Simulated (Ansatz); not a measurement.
Consider the atomization: `NC(=O)N[SiH3]` → C• + 6 H• + 2 N• + O• + Si•.

Isolated molecules relaxed with PBE0-D4/def2-TZVP in Ansatz; ΔE leaves out vibrations. CCSD(T)/CBS is the MP2 limit (def2-TZVPP, def2-QZVPP) plus CCSD(T) − MP2 in def2-TZVPP, frozen cores. This one scheme is used for every species, atoms too. Functionals use def2-TZVPP. B3LYP here is the variant with VWN-RPA as its local correlation; programs differ in this. Open shells (•) are unrestricted, without spin–orbit coupling. Spin–orbit coupling would lower the free atoms: a little for C, O, Si. Each species was taken in one conformer, which may not be the lowest.

```
             level  ΔE (eV)  difference from CCSD(T)/CBS
            PBE-D4    43.49                         1.19
           ωB97X-V    42.68                         0.38
           ωB97M-V    42.60                         0.30
            B2PLYP    41.96                        -0.34
               PBE    43.27                         0.97
              PBE0    42.17                        -0.13
             B3LYP    42.20                        -0.10
     HF/def2-TZVPP    28.80                       -13.50
SCS-MP2/def2-TZVPP    41.72                        -0.58
CCSD(T)/def2-TZVPP    40.92                        -1.38
     HF/def2-QZVPP    28.90                       -13.40
    MP2/def2-QZVPP    42.52                         0.22
SCS-MP2/def2-QZVPP    42.66                         0.36
      HF/CBS(def2)    28.91                       -13.39
     MP2/CBS(def2)    43.08                         0.78
    CCSD/CBS(def2)    41.55                        -0.75
       CCSD(T)/CBS    42.30                            0
```

Largest T1 diagnostic among the species: 0.014.

In def2-TZVPP, CCSD(T) changes the Hartree–Fock value by +12.11 eV (the triples alone add +0.74 eV) and MP2 by +12.89 eV; breaking electron pairs costs correlation energy, which Hartree–Fock lacks. The D4 term adds +0.36 eV with B3LYP and +0.19 eV with PBE0; it sums over pairs of atoms, weighted by their polarisabilities, and B3LYP, whose exchange is more repulsive, gets the larger term.

For atomizations the MP2-based limit and the directly extrapolated one differ by several kJ/mol either way, and by 10 to 25 for some Ge, Se and Sn compounds, so smaller differences from it don't rank the levels.
